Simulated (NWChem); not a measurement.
System: isopropylamine (C₃H₉N); SMILES CC(C)N

NWChem printed, in part:

```
             Northwest Computational Chemistry Package (NWChem) 7.3.0
             --------------------------------------------------------

                             Geometry "geometry" -> ""
                             -------------------------

 Output coordinates in angstroms (scale by  1.889725989 to convert to a.u.)

  No.       Tag          Charge          X              Y              Z
 ---- ---------------- ---------- -------------- -------------- --------------
    1 C                    6.0000     0.69051500     0.11550600     1.25764600
    2 C                    6.0000    -0.02438100    -0.35569000     0.00000000
    3 C                    6.0000     0.69051500     0.11550600    -1.25764600
    4 N                    7.0000    -1.38045000     0.17434700     0.00000000
    5 H                    1.0000     1.72559800    -0.25663000     1.29263900
    6 H                    1.0000     0.70917100     1.21596000     1.29279900
    7 H                    1.0000     0.17734600    -0.24163900     2.16528700
    8 H                    1.0000    -0.00033100    -1.46911600     0.00000000
    9 H                    1.0000     0.17734600    -0.24163900    -2.16528700
   10 H                    1.0000     0.70917100     1.21596000    -1.29279900
   11 H                    1.0000     1.72559800    -0.25663000    -1.29263900
   12 H                    1.0000    -1.89085200    -0.16414900    -0.81397300
   13 H                    1.0000    -1.89085200    -0.16414900     0.81397300

 Effective nuclear repulsion energy (a.u.)     135.7122253623

                                 NWChem DFT Module
                                 -----------------

 Summary of "ao basis" -> "ao basis" (spherical)
 ------------------------------------------------------------------------------
       Tag                 Description            Shells   Functions and Types
 ---------------- ------------------------------  ------  ---------------------
 C                          def2-svp                 6       14   3s2p1d
 N                          def2-svp                 6       14   3s2p1d
 H                          def2-svp                 3        5   2s1p

 in cosmo_initialize ...

 solvent parameters
 solvname_short: unkn
 solvname_long:  unknown
 dielec:        1.5000

[...]

                                   COSMO solvation results
                                   -----------------------

                 gas phase energy =      -174.314206889788
                 sol phase energy =      -174.316270415532
 (electrostatic) solvation energy =         0.002063525745 (    1.29 kcal/mol)

                       DFT Final Molecular Orbital Analysis
                       ------------------------------------

 Vector   15  Occ=2.000000D+00  E=-4.067177D-01
              MO Center=  1.8D-01,  8.8D-02, -2.6D-09, r^2= 3.0D+00
   Bfn.  Coefficient  Atom+Function         Bfn.  Coefficient  Atom+Function
  ----- ------------  ---------------      ----- ------------  ---------------
    19     -0.226369   2 C  py                5      0.221273   1 C  py
    33      0.221273   3 C  py               62      0.203897   6 H  s
    72      0.203043   8 H  s                82      0.203897  10 H  s
    47      0.198730   4 N  py               18     -0.195739   2 C  px
    50     -0.142482   4 N  py                4      0.127580   1 C  px

 Vector   16  Occ=2.000000D+00  E=-3.960222D-01
              MO Center=  2.5D-01, -8.3D-02, -6.3D-09, r^2= 3.0D+00
   Bfn.  Coefficient  Atom+Function         Bfn.  Coefficient  Atom+Function
  ----- ------------  ---------------      ----- ------------  ---------------
    20      0.355249   2 C  pz                6     -0.321778   1 C  pz
    34     -0.321778   3 C  pz               67     -0.215035   7 H  s
    77      0.215035   9 H  s                 9     -0.158824   1 C  pz
    37     -0.158824   3 C  pz               23      0.131831   2 C  pz
    68     -0.124514   7 H  s                78      0.124514   9 H  s

 Vector   17  Occ=2.000000D+00  E=-2.997972D-01
              MO Center= -1.0D+00,  1.3D-01, -6.2D-10, r^2= 1.7D+00
   Bfn.  Coefficient  Atom+Function         Bfn.  Coefficient  Atom+Function
  ----- ------------  ---------------      ----- ------------  ---------------
    47      0.508319   4 N  py               50     -0.416467   4 N  py
    45     -0.304303   4 N  s                72     -0.230370   8 H  s
    19      0.186202   2 C  py               73     -0.165849   8 H  s
    44     -0.144579   4 N  s                 3      0.092573   1 C  s
    31      0.092573   3 C  s                63     -0.091508   6 H  s

 Vector   18  Occ=0.000000D+00  E= 9.971139D-02
              MO Center= -2.7D-01, -5.0D-01,  4.5D-08, r^2= 7.1D+00
   Bfn.  Coefficient  Atom+Function         Bfn.  Coefficient  Atom+Function
  ----- ------------  ---------------      ----- ------------  ---------------
     3      0.966284   1 C  s                31      0.966284   3 C  s
    17      0.852553   2 C  s                73     -0.773717   8 H  s
    45      0.707590   4 N  s                68     -0.620741   7 H  s
    78     -0.620741   9 H  s                58     -0.588394   5 H  s
    88     -0.588394  11 H  s                93     -0.562745  12 H  s

 Vector   19  Occ=0.000000D+00  E= 1.506150D-01
              MO Center=  1.3D-01,  4.1D-01,  7.4D-08, r^2= 7.4D+00
   Bfn.  Coefficient  Atom+Function         Bfn.  Coefficient  Atom+Function
  ----- ------------  ---------------      ----- ------------  ---------------
     3      1.434600   1 C  s                31      1.434600   3 C  s
    63     -0.995529   6 H  s                83     -0.995529  10 H  s
    45     -0.914802   4 N  s                58     -0.686124   5 H  s
    88     -0.686124  11 H  s                93      0.603769  12 H  s
    98      0.603769  13 H  s                17     -0.484281   2 C  s

[...]
```

Level: M05-2X/def2-SVP, COSMO on the gas-phase geometry. The geometry was optimised at PBE0/def2-SVP. COSMO prints the solvation energy as gas minus solution, so a positive value is a stabilisation.

### Question
Write an input that gives this output.

### Answer
This is not unique; one that fits is the input that was run:
```
start job
memory heap 200 mb stack 900 mb global 1100 mb
geometry units angstroms noautosym nocenter noautoz
  C      0.690515     0.115506     1.257646
  C     -0.024381    -0.355690     0.000000
  C      0.690515     0.115506    -1.257646
  N     -1.380450     0.174347     0.000000
  H      1.725598    -0.256630     1.292639
  H      0.709171     1.215960     1.292799
  H      0.177346    -0.241639     2.165287
  H     -0.000331    -1.469116     0.000000
  H      0.177346    -0.241639    -2.165287
  H      0.709171     1.215960    -1.292799
  H      1.725598    -0.256630    -1.292639
  H     -1.890852    -0.164149    -0.813973
  H     -1.890852    -0.164149     0.813973
end
basis spherical
  C library def2-svp
  N library def2-svp
  H library def2-svp
end
dft
  xc m05-2x
  iterations 150
end
cosmo
  dielec 1.5
end
task dft energy
```
